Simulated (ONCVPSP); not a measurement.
**oxygen: one change to an ONCV potential, before and after**

oxygen, optimised norm-conserving Vanderbilt (ONCV), made with ONCVPSP 4.0.1 (PBE, scalar-relativistic). Core [He], reference 2s2 2p4. Waves: 2s: rc 1.00 bohr, ncon 3, nbas 6, qcut 5.3 1/bohr, 2 projectors, debl 3.8 Ha; 2p: rc 1.10 bohr, ncon 5, nbas 9, qcut 9.7 1/bohr, 1 projector. Local part: polynomial inside 0.65 bohr (lpopt 5, dvloc0 2 Ha). Core correction: Teter function, fcfact 3.5, rcfact 1.4.

All-electron outer shells of the reference configuration (PBE, scalar-relativistic, ld1.x):

```csv
shell,level (eV),outermost node (bohr),outermost maximum (bohr)
1s,-514.70,–,0.13
2s,-23.96,0.28,0.87
2p,-9.03,–,0.82
```

Change: p: rc 1.62.

Cutoffs: the cutoffs (Ha) at which the residual kinetic energy of the hardest occupied pseudo-wave falls to 1 and 0.1 mHa per electron; they do not see the model core or the augmentation charge, which bear on the density cutoff. Errors are all-electron minus pseudo energies relative to the spin-unpolarised reference configuration.

Q: What does the change do?

A: Of the 4 tests that both files solve, the error grows in 4 and shrinks in 0 by more than 15 % and 0.3 meV (median size 225.0 → 503.4 meV); neither file shows a bound ghost. More of the atom is replaced by a form fitted at one configuration, so other configurations suffer.

```csv
quantity,base,changed
bound ghosts,none,none
GHOST(+) flags under 300 eV,none,none
"error for 2s2 2p3, meV [ΔE 16.43 eV]",+7.6,+18
"error for 2s2 2p2, meV [ΔE 50.02 eV]",+80,+185
"error for 2s2 2p1, meV [ΔE 103.89 eV]",+370,+822
"error for 2s2 2p0, meV [ΔE 180.79 eV]",+1222,+2528
s: phases at 1.01 bohr within 0.05 rad from the reference energy up to (Ha; the scan ends near 5),to the end of the scan,to the end of the scan
"rms error of d²Exc/dni dnj with the model core, mHa",1.84,1.96
```
